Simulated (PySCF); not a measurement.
## J couplings in BGeH₅

Molfile (atoms numbered from 1):
```
BGeH5
     RDKit          3D

  7  6  0  0  0  0  0  0  0  0999 V2000
    1.2016   -0.0128   -0.1437 B   0  0  0  0  0  0  0  0  0  0  0  0
   -0.8530    0.0483   -0.0324 Ge  0  0  0  0  0  4  0  0  0  0  0  0
    1.8783    0.9867   -0.1715 H   0  0  0  0  0  0  0  0  0  0  0  0
    1.7612   -1.0827   -0.1828 H   0  0  0  0  0  0  0  0  0  0  0  0
   -1.4541    1.4660    0.0101 H   0  0  0  0  0  0  0  0  0  0  0  0
   -1.3327   -0.7065    1.2271 H   0  0  0  0  0  0  0  0  0  0  0  0
   -1.4668   -0.6888   -1.2431 H   0  0  0  0  0  0  0  0  0  0  0  0
  1  2  1  0
  1  3  1  0
  1  4  1  0
  2  5  1  0
  2  6  1  0
  2  7  1  0
M  END
```

Couplings: B3LYP/pcJ-1 (pcSseg-1 on Ge) in PySCF 2.14.0 with density-fitted response routines, geometry PBE0-D3(BJ)/def2-SVP; gas phase, one conformer, non-relativistic. Couplings are averaged over pairs made equivalent by symmetry, fast rotation or ring inversion, so a value needn't be that of the named pair in this geometry, while other rotamers aren't included; one pair stands for each set, and the list holds those of at least 1.5 Hz over up to four bonds.

Isotopes: ¹¹B, ¹H.

```tsv
pair	bonds	J (Hz)
B1, H3	1	?
B1, H5	2	?
H3, H5	3	2.8
```

Question: Estimate the withheld couplings, with signs.

Answer: 
- ¹J(B1,H3) = 143.3 Hz (bond length 1.207 Å)
- ²J(B1,H5) = 7.2 Hz

Relativistic effects of the heavier atoms present are left out.
